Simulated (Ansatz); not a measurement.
(CdS)2 ring (Cd₂S₂). Charge 0, multiplicity 1. Geometry r2SCAN-D4/def2-SVP, basis def2-TZVP, Ansatz.

| run | HOMO (eV) | LUMO (eV) |
| --- | --- | --- |
| A | -5.58 | -4.16 |
| B | -6.52 | -3.35 |
| C | -8.53 | -1.65 |
| D | -5.36 | -4.15 |
| E | -5.56 | -4.01 |
| F | -6.38 | -3.43 |

In the def2 sets Cd takes a core potential; there is no spin–orbit coupling.

Question: The runs used B97M-V, PBE, PBE0, r2SCAN, r2SCAN0, ωB97X-V. Estimate which is which.

Answer: A B97M-V (0 % exact exchange); B r2SCAN0 (25 % exact exchange); C ωB97X-V (range-separated); D PBE (0 % exact exchange); E r2SCAN (0 % exact exchange); F PBE0 (25 % exact exchange). Exact exchange lowers occupied and raises empty levels; among semilocal functionals meta-GGAs tend to open the gap a little, and such runs are hard to tell apart. The gap grows from 1.22 eV (PBE) to 6.89 eV (ωB97X-V).
